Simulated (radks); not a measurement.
Spherical jellium clusters: N electrons in a uniform positive sphere of charge N and radius rs N^(1/3), rs = 2.44 bohr. Method: non-relativistic Kohn-Sham, PBE, spin-polarised, spherical densities; computed with a radial shooting solver with Libxc functionals. Levels are named by radial order and angular momentum (1s, 1p, 1d, 2s, ...), and open shells are averaged over m.

N = 27, configuration 1s2 1p6 1d10 2s2 1f(up 7, down 0). This is the lowest configuration that the search found. Occupied and some empty levels:

level,occupation,eigenvalue (eV),<r> (bohr)
1s up,1,-10.000,4.401
1s down,1,-9.7684,4.103
1p up,3,-8.1833,5.334
1p down,3,-7.6822,5.111
1d up,5,-5.9948,6.003
1d down,5,-5.3027,5.870
2s up,1,-5.2017,5.117
2s down,1,-4.7420,5.232
1f up,7,-3.5172,6.632
1f down,0,-2.7176,6.603
2p up,0,-2.5480,6.561
2p down,0,-2.1231,6.673
1g up,0,-0.88952,7.471
1g down,0,-0.090774,7.747

Energy (eV): total -28.8984, kinetic 117.15, external -3162.7, Hartree 1541.5, exchange-correlation -150.85, background 1626.0.

Electron density:

r (bohr),n(r) (e/bohr^3)
0.546,0.02057
1.15,0.01885
1.76,0.01673
2.37,0.01514
2.98,0.01471
3.59,0.01544
4.19,0.01671
4.80,0.01746
5.41,0.01677
6.02,0.01429
6.62,0.01054
7.23,0.006675
7.84,0.003701
8.45,0.001883
9.06,0.0009105
9.66,0.0004306
10.3,0.0002025
10.9,0.00009445
11.5,0.00004397
12.1,0.00002045
